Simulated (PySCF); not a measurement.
Excitation energies in several basis sets

Ethylboronic acid, C2H7BO2.
SMILES: `CCB(O)O`

TDDFT with PBE0 (PySCF), vertical singlets, core orbitals frozen in the response, spherical d and f functions. Isolated species at its PBE0-D3(BJ)/def2-SVP geometry (one conformer only).

| basis | functions | diffuse | S1 (eV) | S2 (eV) | S3 (eV) | S4 (eV) | S5 (eV) | LUMO (eV) | α (au) |
| --- | --- | --- | --- | --- | --- | --- | --- | --- | --- |
| 6-31G* | 84 | no | 8.64 | 9.19 | 9.31 | 9.67 | 9.84 | 1.97 | 38.1 |
| 6-31+G* | 104 | yes | 7.39 | 7.82 | 8.11 | 8.28 | 8.34 | -0.12 | 43.9 |
| def2-SVP | 105 | no | 8.50 | 8.65 | 8.86 | 9.44 | 9.56 | 1.47 | 39.3 |
| def2-SVPD | 162 | yes | 7.58 | 8.02 | 8.28 | 8.43 | 8.71 | 0.03 | 47.8 |
| aug-cc-pVDZ | 178 | yes | 7.28 | 7.74 | 7.89 | 8.12 | 8.16 | -0.28 | 48.6 |
| def2-TZVP | 197 | no | 7.96 | 8.36 | 8.38 | 8.86 | 9.10 | 0.66 | 45.7 |
| def2-TZVPD | 254 | yes | 7.38 | 7.83 | 8.09 | 8.25 | 8.41 | -0.15 | 48.5 |

Question: Compare the sets with the largest diffuse one.

Answer: States are compared by their number. Against the largest diffuse basis here (def2-TZVPD, itself not a converged limit), sets without diffuse functions differ by up to 1.26 eV in S1 and 1.43 eV in S5; the smaller diffuse sets differ by up to 0.20 and 0.30 eV. Every set without diffuse functions puts S1 more than 0.3 eV higher, so even the lowest state needs them here. State by state, the largest deviation of a set without diffuse functions is S1 1.26, S2 1.36, S3 1.23, S4 1.42, S5 1.43 eV. The same number needn't mean the same state in each row. Against def2-TZVPD the polarisability deviates by -21% in 6-31G*, -10% in 6-31+G*, -19% in def2-SVP, -2% in def2-SVPD, 0% in aug-cc-pVDZ, -6% in def2-TZVP. A single + in a Pople set puts diffuse functions on heavy atoms only.
